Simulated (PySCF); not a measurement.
Computed with PBE0 in PySCF with Ta def2-SVP with ECP60, S def2-SVP, F def2-SVP; scalar-relativistic core potentials, no spin–orbit coupling; density-fitted integrals. Open shells, if any, are unrestricted.

Q: What shape and geometry does isolated singlet TaSF₃ take (every ligand bound to Ta)?

A: Formally Ta is in oxidation state +5, d0. The polar-tensor charge on Ta, 2.38, is far below the formal one. The lowest minimum found is a singlet of C3v symmetry with Ta–F 1.866 Å (×3), Ta–S 2.149 Å; F–Ta–F 111.4° (×3), F–Ta–S 107.5° (×3). Its harmonic wavenumbers are 161 (e), 193 (e), 194 (a1), 566 (a1), 708 (a1), 713 (e) cm⁻¹ and its dipole moment is 1.64 D.

Stability towards spin polarisation was not tested. This need not be the most stable arrangement of these atoms. No spin–orbit coupling is included, which matters more the heavier the element.
